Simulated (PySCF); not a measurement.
How methods differ on the ionisation energy of Sr

Sr [Kr] 5s2 (1S) → Sr⁺ [Kr] 5s1 (2S), as a difference of total energies. Calculation: PySCF 2.14, in def2-TZVP with the def2 core potential (28 electrons) (6s4p3d, 33 functions); scalar relativity through the core potential. Correlated levels: valence: 4s2 4p6 frozen. The calculations carry no spin-orbit coupling.

| method | ionisation energy (eV) |
| --- | --- |
| UHF | 4.744 |
| r2SCAN | 5.432 |
| PBE | 5.705 |
| MP2 (valence) | 5.217 |
| SCS-MP2 (valence) | 5.312 |
| CCSD (valence) | 5.443 |

Q: How much does correlation contribute at MP2 (valence)?

A: 5.217 − (4.744) = 0.473 eV, measured against UHF.

Errors of the correlated levels include the incompleteness of this basis and the frozen core.

With two correlated electrons CCSD is exact in that space.

For comparison: 5.695 eV (measured; NIST Atomic Spectra Database, ionization energies).
